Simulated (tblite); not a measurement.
C5H8BFO.
Structure used (GFN2-xTB), in Å, numbered top down from 1:
```
atom  x, y, z in Å
C1     3.4906   -0.0475    0.4588
C2     2.2511    0.1664   -0.2461
C3     1.2120    0.3428   -0.8411
B4    -0.0712    0.5533   -1.5673
C5    -1.4640    0.4218   -0.8250
O6    -1.3520    0.1000    0.5682
C7    -2.5379   -0.0029    1.2161
F8    -3.1680    1.2261    1.3362
H9     4.1859    0.7646    0.2457
H10    3.9396   -0.9840    0.1271
H11    3.3151   -0.0992    1.5331
H12   -0.0892    0.8177   -2.7083
H13   -2.0856   -0.3453   -1.3162
H14   -2.0187    1.3664   -0.9292
H15   -2.3442   -0.3530    2.2359
H16   -3.2711   -0.6506    0.7007
```

Method: GFN2-xTB as coded in tblite; computed harmonic values from a numerical Hessian at the method's own geometry, unscaled. This tight-binding method is rough: wavenumbers can miss measured ones by several per cent, in bad cases by 10 to 20. Modes of hydrogen on boron can be 10 to 20 % off. One conformer, not necessarily the lowest. The optimisation stopped once no atom felt more than 0.01 eV/Å.

Lowest wavenumbers of the output (negative numbers stand for imaginary wavenumbers):
```
mode    cm-1
  1     -36.0
  2      32.8
  3      56.2
  4      97.9
  5     148.9
  6     196.5
  7     200.0
  8     294.9
  9     338.0
 10     364.1
```

Is this structure a minimum?

Not by this Hessian. 1 mode is imaginary beyond 20i (36i cm⁻¹), so at this level the point lies at or near a first-order saddle. The curvature is small, so loose convergence or finite differences may be the whole cause.

Which atoms move in the imaginary mode?

36i: H10 (methyl hydrogen) 35 %, H9 (methyl hydrogen) 33 %, H11 (methyl hydrogen) 30 %. These are shares of the mass-weighted motion.

What is the remedy?

Step along that mode in both directions, optimise again with tighter thresholds and repeat the frequencies. The zero-point energy of this point (74.2 kcal/mol) counts the 41 real modes alone, and thermal corrections from it aren't those of a minimum.
